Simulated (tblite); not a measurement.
Species: C5H6Si.
Structure used (GFN2-xTB), in Å, numbered top down from 1:
```xyz
12
C5H6Si angstrom
C     -3.0947   -0.4961    0.4960
C     -2.0660    0.0689    0.2351
Si    -0.4968    0.9672   -0.1640
C      0.8487   -0.2999   -0.5540
C      2.3102   -0.0141   -0.2827
C      1.7552   -0.8649    0.5177
H     -3.9941   -0.9937    0.7226
H     -0.1102    1.7632    1.0076
H     -0.7466    1.8197   -1.3347
H      0.6401   -0.9586   -1.4006
H      3.1545    0.5402   -0.6106
H      1.8011   -1.5327    1.3416
```

Calculated harmonic vibrations of the isolated species, GFN2-xTB (tblite), most abundant isotopes, no scaling. Errors from tens to a few hundred cm⁻¹ against measured bands are possible. Modes of hydrogen on silicon can be 10 to 20 % off. One conformer, not necessarily the lowest.

Harmonic wavenumbers (cm⁻¹): 26.7, 90.5, 209.5, 235.9, 257.8, 305.3, 488.3, 568.3, 646.9, 660.7, 675.6, 681.1, 683.7, 736.9, 767.7, 774.8, 812.5, 923.9, 928.6, 1032.2, 1189.1, 1299.9, 1778.5, 2198.8, 2208.2, 2215.2, 2908.5, 3221.0, 3246.4, 3350.6.

A = 7664, B = 1554, C = 1374 MHz; mass 94.024 u (most abundant isotopes); point group C1, symmetry number 1.

Question: What is the zero-point energy?

Answer: ½Σν̃ = 17562 cm⁻¹ = 50.21 kcal/mol.

Question: Give the ideal-gas entropy at 350 K and 1 bar in the rigid-rotor, harmonic-oscillator model (classical rotation).

Answer: Translation 40.36, rotation 27.85, vibration 24.75: S = 93.0 cal/(mol K).

Question: And Cp and H(350 K) − H(0)?

Answer: Cp = 33.64 cal/(mol K), of which vibrations give 25.69 (their classical limit is 30 R = 59.6); H(350 K) − H(0) = 7.24 kcal/mol without the zero-point energy, 4.46 from vibrations.

Question: Which modes carry the vibrational entropy at 350 K?

Answer: 26.7 cm⁻¹: 6.38; 90.5 cm⁻¹: 3.96; 209.5 cm⁻¹: 2.34; 235.9 cm⁻¹: 2.12; 257.8 cm⁻¹: 1.96; 305.3 cm⁻¹: 1.66 cal/(mol K); the other 24 give 6.32 together.

Question: What must be added to the electronic energy to get the Gibbs energy at 350 K and 1 bar?

Answer: ZPE + [H(350 K) − H(0)] − T·S = 50.21 + 7.24 − 32.54 = 24.91 kcal/mol.

Question: Blend soft modes into free rotors: weight 1/[1 + (100 cm⁻¹/ν̃)⁴] for the oscillator and the rest for a rotor with moment μB/(μ + B), μ = h/(8π²ν), B = 10⁻⁴⁴ kg m². What vibrational entropy results?

Answer: 22.21 cal/(mol K) in place of 24.75, which changes −T·S at 350 K by +0.89 kcal/mol.

Hindered rotation and anharmonicity are outside this model. Other conformers, if any are populated, would add a mixing term that is left out. The structure is chiral; the term R ln 2 for an equal mix with its mirror image is left out.

Hardware: one thread of an Arm Neoverse V2, no GPU, shared host. Cost: 0.32 s of wall time. This covers the Hessian and the dipole derivatives.
